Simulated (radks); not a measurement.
The numbers below are computed, except where a source is named.
The caesium anion Cs-, [Xe] 6s2, held by a Watson sphere: a shell of charge +1 at radius R that stands for the Madelung well of a crystal (potential energy -1/R inside, -1/r outside, in hartree with lengths in bohr). Code: a radial shooting solver on a logarithmic mesh with Libxc functionals. Model: scalar-relativistic Kohn-Sham, LDA (Slater exchange, Perdew-Wang correlation), spin-unpolarised, spherical densities, finite nucleus; Fermi nuclear charge, rms radius of each element as measured or else 0.836 A^(1/3) + 0.57 fm. Response by self-consistent Sternheimer equations with the Hartree and adiabatic LDA kernel, the relativistic mass of each level held fixed and spin-orbit coupling left out. The sphere does not respond.

| R (bohr) | e(5s) (eV) | e(5p) (eV) | e(6s) (eV) | <r> 6s (bohr) | sum of <r^2> (bohr^2) | X-ray form factor at sin(theta)/lambda = 0.2 1/angstrom | alpha (bohr^3) |
|---|---|---|---|---|---|---|---|
| 4.43 | -27.186 | -13.967 | -3.059 | 5.196 | 112.9 | 43.880 | 324.0 |
| 4.68 | -27.010 | -13.785 | -3.002 | 5.272 | 114.7 | 43.885 | 342.8 |
| 4.71 | -26.991 | -13.765 | -2.995 | 5.282 | 114.9 | 43.886 | 345.2 |
| 4.93 | -26.860 | -13.629 | -2.942 | 5.351 | 116.5 | 43.890 | 363.4 |
| 5.33 | -26.661 | -13.421 | -2.843 | 5.476 | 119.5 | 43.896 | 399.5 |
| 5.85 | -26.458 | -13.210 | -2.711 | 5.638 | 123.6 | 43.902 | 451.3 |
